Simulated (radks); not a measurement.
The numbers below are computed, except where a source is named.
Coulomb parameter of the 3d shell of neutral vanadium in the model configuration [Ar] 3d1.5 4s2 4p1.5, as a second difference U = [E(n + 0.5) + E(n - 0.5) - 2 E(n)] / (0.5)^2 with all orbitals relaxed. "Bare": the charge of the atom changes with n. "Screened": the 4p shell takes up the change at fixed total charge, which measures U(3d,3d) + U(4p,4p) - 2 U(3d,4p). Level of theory: Dirac Kohn-Sham, PBEsol, spin-unpolarised, spherical densities, finite nucleus; open shells are shared between the two j in proportion to 2j + 1; Fermi nuclear charge, rms radius 3.6002 fm (a radial shooting solver on a logarithmic mesh with Libxc functionals).

case,configuration,E - E(n) (eV)
start,[Ar] 3d1.5 4s2 4p1.5,0.000
bare +0.5,[Ar] 3d2 4s2 4p1.5,-5.368
bare -0.5,[Ar] 3d1 4s2 4p1.5,8.491
screened +0.5,[Ar] 3d2 4s2 4p1,-4.645
screened -0.5,[Ar] 3d1 4s2 4p2,5.961

U(bare) = 12.492 eV, U(screened by 4p) = 5.263 eV, against the Slater integral F0(3d,3d) = 20.851 eV with frozen orbitals. The step up makes a negative ion, whose loosely bound charge lowers the bare value.
